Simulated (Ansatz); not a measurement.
This triplet is an excited state, 1.52 eV above the relaxed singlet at the level frozen-core CCSD(T)/cc-pVTZ // PBE0-D4/def2-SVP (Ansatz, a first-principles code).

Method: frozen-core CCSD(T)/cc-pVTZ // PBE0-D4/def2-SVP (Ansatz).

Ansatz 0.2 input:
```yaml
crystal:
  periodic: [false, false, false]
  atoms:
    - { symbol: C, position_ang: [0.793258, -0.091576, 0.351948] }
    - { symbol: N, position_ang: [-0.467874, 0.046075, -0.149651] }
    - { symbol: H, position_ang: [1.723791, -0.061995, -0.236335] }
    - { symbol: H, position_ang: [-1.069914, -0.774277, -0.096259] }
    - { symbol: H, position_ang: [-0.979262, 0.881773, 0.130297] }
basis:
  gaussian: { orbitals: cc-pVTZ }
correlation:
  method: ccsd_t
magnetization:
  spin_polarized: true
  initial_magnetization: 2
```

Output:

```
Functional definition: HF
582 factors; integrals over basis functions are off by at most 1.3e-3 eV
mean field evaluation 1: about -2555.7439 eV, gradient 1.7e1 eV
mean field evaluation 2: about -2555.7468 eV, gradient 1.7e1 eV
mean field evaluation 4: about -2557.5369 eV, gradient 3.0e0 eV
mean field evaluation 8: about -2557.6838 eV, gradient 3.2e-1 eV
mean field evaluation 16: about -2557.5345 eV, gradient 3.0e0 eV
mean field -2557.68668226 eV, -93.9932519106 hartree, gradient 3.0e-6 eV, S^2 2.013885; 0 other end points of the search recorded, 0 dependent functions left out
2 core orbitals not correlated
reference -2557.68668226 eV, -93.9932519106 hartree; 7, 5 occupied and 93, 95 virtual orbitals, 582 factors
second order -8.98345453 eV of doubles, -0.00000000 eV of singles
cycle   1  -9.31680325 eV  change   -3.3e-1 eV  update   6.2e-2
cycle   2  -9.56289089 eV  change   -2.5e-1 eV  update   2.3e-2
cycle   3  -9.61527554 eV  change   -5.2e-2 eV  update   1.5e-2
cycle   4  -9.61096952 eV  change    4.3e-3 eV  update   6.8e-3
cycle   5  -9.61383057 eV  change   -2.9e-3 eV  update   2.9e-3
cycle   6  -9.61369550 eV  change    1.4e-4 eV  update   8.4e-4
cycle   7  -9.61372129 eV  change   -2.6e-5 eV  update   2.6e-4
cycle   8  -9.61375298 eV  change   -3.2e-5 eV  update   9.5e-5
cycle   9  -9.61373009 eV  change    2.3e-5 eV  update   3.4e-5
cycle  10  -9.61373451 eV  change   -4.4e-6 eV  update   1.4e-5
perturbative correction -0.35094489 eV, -0.0128969867 hartree
Total energy: -2567.65136165 eV, -94.3594471241 hartree
```

Cost: around 6 core-seconds (rough).
